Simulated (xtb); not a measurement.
BiF3, SMILES [F][Bi]([F])[F]. All values are semi-empirical tight-binding results from xtb (GFN2-xTB unless named), good for trends rather than for accurate numbers. The structure is a stationary point at GFN2-xTB. The isomer is the one that the SMILES or the coordinates give; other isomers of the formula were not compared.

Optimised geometry:

```xyz
4

Bi     0.0000     0.0000     0.2733
F      1.4619    -0.8440    -0.8403
F     -1.4619    -0.8440    -0.8403
F      0.0000     1.6881    -0.8403
```
Charge 0, spin multiplicity 1.

For metal compounds this method's bond lengths and energies can be far off.

```yaml
point_group_as_xtb_finds_it: C3v
orbital_gap: 7.26 eV
zero_point_energy: 2.4 kcal/mol
G − E(el) at 298.15 K (modified RRHO): -16.6 kcal/mol
```

Question: Give the atomic charges and the Wiberg bond orders between heavy atoms. (An estimate is asked for; the answer gives what the named calculation found.)

Answer: charges (e) Bi1 1.22, F2 -0.41, F3 -0.41, F4 -0.41. Bond orders Bi1–F2 0.83, Bi1–F3 0.83, Bi1–F4 0.83.
